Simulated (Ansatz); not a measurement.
Two isomers of CH2BClO: A = `ClB1CO1`, B = `O=CBCl`.

Gas-phase electronic energies from Ansatz, PBE0-D4/def2-TZVP geometries. CCSD(T)/CBS adds triple-zeta CCSD(T) − MP2 to the extrapolated MP2 energy (def2 sets, frozen cores). Functionals use def2-TZVPP. B3LYP here is the variant with VWN-RPA as its local correlation; programs differ in this. One conformer a species, not always the lowest.

A:

```xyz
6

Cl    1.5163    0.8421    1.7582
B     0.5908    0.1776    0.4749
C    -0.6242   -0.0915   -0.3674
O     0.7821   -0.6199   -0.5655
H    -0.9329    0.5718   -1.1698
H    -1.3320   -0.8801   -0.1304
```

B:

```xyz
6

O    -0.349    1.098   -1.341
C     0.346    0.356   -0.684
B    -0.350   -0.445    0.489
Cl    0.140   -0.087    2.113
H     1.442    0.302   -0.876
H    -1.228   -1.224    0.299
```

(1) Which is lower in electronic energy at CCSD(T)/CBS, and by how much? (Best estimate.)

(2) Give E(B) − E(A) in kJ/mol with B3LYP-D4, CCSD(T)/def2-TZVPP, CCSD(T)/def2-SVP, LDA (SPW92), PBE0-D4, PBE-D4, CCSD/def2-TZVPP. (Best estimate.)

(3) Does the order hold for the free energy at 298.15 K (harmonic terms from PBE0-D4)? (An estimate is asked.)

Largest T1 diagnostic: 0.016.

Results:

(1) The calculation gave: A, by 83.0 kJ/mol.

(2) Computed: B3LYP-D4 76.8, CCSD(T)/def2-TZVPP 80.9, CCSD(T)/def2-SVP 76.8, LDA (SPW92) 112.6, PBE0-D4 92.1, PBE-D4 89.5, CCSD/def2-TZVPP 79.0. None reverses the order clearly.

(3) Ansatz gave: Yes: G(B) − G(A) = +68.3 kJ/mol, for one conformer each. Modes under 60 cm⁻¹, often nearly free rotors, make the harmonic entropy too high.

From BLYP to BHLYP (50 % exact exchange), in def2-TZVPP and without D4, E(B) − E(A) moves by +4.2 kJ/mol. In def2-TZVPP, CCSD(T) changes the Hartree–Fock value by +27.6 kJ/mol (the triples alone add +1.9 kJ/mol) and MP2 by +38.5 kJ/mol.
